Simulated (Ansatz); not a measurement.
The cation of CH3BF2, SMILES `CB(F)F` at the neutral geometry.

```yaml
crystal:
  periodic: [false, false, false]
  atoms:
    - {symbol: C, position_ang: [-0.093557, 0.681567, -0.046386]}
    - {symbol: B, position_ang: [0.154846, -0.849253, 0.065296]}
    - {symbol: F, position_ang: [0.638882, -1.417959, 1.156600]}
    - {symbol: F, position_ang: [-0.118711, -1.667909, -0.938059]}
    - {symbol: H, position_ang: [0.268361, 1.232809, 0.820666]}
    - {symbol: H, position_ang: [0.377519, 1.081038, -0.948446]}
    - {symbol: H, position_ang: [-1.166139, 0.871806, -0.155471]}
basis:
  gaussian: {orbitals: def2-TZVPP}
total_charge: 1
magnetization: {spin_polarized: true, initial_magnetization: 1}
hamiltonian: {xc: pbe0, dispersion: d4}
```

```sh
$ ansatz run in.yaml --threads 4 --pin off --events-out ev --progress --plain --max-ram 10444MiB
```

It prints (some lines left out):

```
Functional definition: PBE0
838 factors; their error is unknown
mean field evaluation 1: about -7173.7650 eV, gradient 5.4e1 eV
mean field evaluation 2: about -7164.9030 eV, gradient 7.8e1 eV
mean field evaluation 4: about -7182.3636 eV, gradient 2.3e0 eV
mean field evaluation 8: about -7182.3892 eV, gradient 2.2e-1 eV
mean field evaluation 16: about -7182.4105 eV, gradient 3.4e-3 eV
mean field -7182.41048881 eV, -263.9487170512 hartree, gradient 5.8e-5 eV, S^2 0.754187; 4 other end points of the search recorded, 0 dependent functions left out
reference -7182.41051167 eV, -263.9487178911 hartree; 16, 15 occupied and 150, 151 virtual orbitals, 838 factors
Total energy: -7182.46484113 eV, -263.9507144618 hartree
```

It took 3.2 s on 4 threads of an Arm Neoverse V1 on a shared host, with 0.34 GiB of host memory at the peak.
